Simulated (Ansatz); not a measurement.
Computed with Ansatz on PBE0-D4/def2-TZVP structures; ΔE is electronic, products minus reactants. CCSD(T)/CBS is the MP2 limit (def2-TZVPP, def2-QZVPP) plus CCSD(T) − MP2 in def2-TZVPP, frozen cores. This one scheme is used for every species. One conformer a species, not always the lowest.

`[SiH3]N[SiH3]` + `F[SiH]([SiH3])Cl` → `F[SiH](Cl)[SiH2][SiH3]` + `N[SiH3]`  (formal exchange of groups at the Si–N bond)

```json
{"level": "HF/def2-TZVPP", "ΔE (kJ/mol)": "64.1"}
{"level": "CCSD/CBS(def2)", "ΔE (kJ/mol)": "49.1"}
```

**Question.** What does CCSD(T)/CBS give? (Best estimate.)

**Answer.** The calculation gave: +46.6 kJ/mol. The listed levels differ from it by 17.5, 2.5 kJ/mol.

Largest T1 diagnostic among the species: 0.012.

From PBE to PBE0 (25 % exact exchange), in def2-TZVPP and without D4, ΔE moves by +6.2 kJ/mol. In def2-TZVPP, CCSD(T) changes the Hartree–Fock value by −17.1 kJ/mol (the triples alone add −2.4 kJ/mol) and MP2 by −10.9 kJ/mol.
